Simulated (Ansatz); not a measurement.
Start from `C[CH2][In]([OH])[F]` and change one element to get `C[CH2][Ga]([OH])[F]`.

Ansatz, PBE0-D4/def2-TZVP geometries, multiplicity 1. Each molecule was computed in one conformer, which needn't be the lowest.

Elements past krypton have def2 core potentials. Scalar relativity is left out up to krypton.

```tsv
property	`C[CH2][In]([OH])[F]`
ideal-gas entropy at 298 K and 1 bar (rigid rotor, harmonic PBE0-D4/def2-TZVP) / J/(mol·K)	391
size of the dipole moment (B3LYP/def2-TZVPP) / D	5.28
HOMO–LUMO gap (ωB97M-V/def2-TZVPP) / eV	10.68
LUMO energy (PBE0/def2-TZVPP) / eV	-1.31
HOMO energy (ωB97M-V/def2-TZVPP) / eV	-10.25
LUMO energy (PBE/def2-TZVPP) / eV	-2.18
```

Q: Give the same properties after the change, and the shifts. (Estimate.)

A: The calculation gave: 
| property | `C[CH2][Ga]([OH])[F]` | shift |
| --- | --- | --- |
| ideal-gas entropy at 298 K and 1 bar (rigid rotor, harmonic PBE0-D4/def2-TZVP) / J/(mol·K) | 369 | -22 |
| size of the dipole moment (B3LYP/def2-TZVPP) / D | 4.26 | -1.02 |
| HOMO–LUMO gap (ωB97M-V/def2-TZVPP) / eV | 11.79 | 1.11 |
| LUMO energy (PBE0/def2-TZVPP) / eV | -0.47 | 0.84 |
| HOMO energy (ωB97M-V/def2-TZVPP) / eV | -10.61 | -0.36 |
| LUMO energy (PBE/def2-TZVPP) / eV | -1.37 | 0.81 |

With PBE0 the HOMO falls by 0.31 eV and the LUMO rises by 0.84 eV, so the gap widens by about 1.15 eV. PBE moves the HOMO by -0.25 eV and ωB97M-V by -0.36 eV. Dipoles are sizes alone; their direction can turn. Modes under 60 cm⁻¹, often nearly free rotors, make the harmonic entropy too high.

Positive LUMOs are unbound, so they and the gaps depend on the basis.

B3LYP here is the variant with VWN-RPA as its local correlation; programs differ in this.
